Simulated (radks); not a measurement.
Results of a calculation; reference values are marked as such.
Spherical quantum dot in the effective-mass picture: electrons in a parabolic well V = omega^2 r^2 / 2 with omega = 2.34, with a point charge +1 (a donor) at the centre, all in effective atomic units (hartree* = m*/eps^2 hartree, bohr* = eps/m* bohr), one dielectric constant everywhere. Level of theory: non-relativistic Kohn-Sham, PBE, spin-polarised, spherical densities (a radial shooting solver with Libxc functionals). Levels are named by radial order and angular momentum (1s, 1p, 1d, 2s, ...), and open shells are averaged over m.

N = 16, configuration 1s2 1p6 1d(up 5, down 1) 2s2. This is the lowest configuration that the search found. Occupied and some empty levels:

| level | occupation | eigenvalue (hartree*) | <r> (bohr*) |
|---|---|---|---|
| 1s up | 1 | 14.495 | 0.8545 |
| 1s down | 1 | 14.565 | 0.8410 |
| 1p up | 3 | 16.205 | 1.181 |
| 1p down | 3 | 16.323 | 1.175 |
| 2s up | 1 | 17.700 | 1.207 |
| 2s down | 1 | 17.788 | 1.215 |
| 1d up | 5 | 17.838 | 1.380 |
| 1d down | 1 | 17.969 | 1.381 |
| 1f up | 0 | 19.558 | 1.538 |
| 1f down | 0 | 19.688 | 1.542 |
| 2p up | 0 | 19.809 | 1.394 |
| 2p down | 0 | 19.889 | 1.398 |
| 1g up | 0 | 21.366 | 1.674 |
| 1g down | 0 | 21.487 | 1.680 |

Energy (hartree*): total 178.960, kinetic 39.917, external 56.792, Hartree 93.867, exchange-correlation -11.616.

Electron density:

| r (bohr*) | n(r) (e/bohr*^3) |
|---|---|
| 0.117 | 3.189 |
| 0.246 | 2.392 |
| 0.376 | 1.800 |
| 0.506 | 1.403 |
| 0.636 | 1.171 |
| 0.766 | 1.053 |
| 0.896 | 0.9911 |
| 1.03 | 0.9311 |
| 1.16 | 0.8398 |
| 1.29 | 0.7087 |
| 1.42 | 0.5511 |
| 1.54 | 0.3925 |
| 1.68 | 0.2535 |
| 1.80 | 0.1486 |
| 1.94 | 0.07916 |
| 2.06 | 0.03840 |
| 2.19 | 0.01697 |
| 2.33 | 0.006822 |
| 2.46 | 0.002493 |
| 2.58 | 0.0008303 |
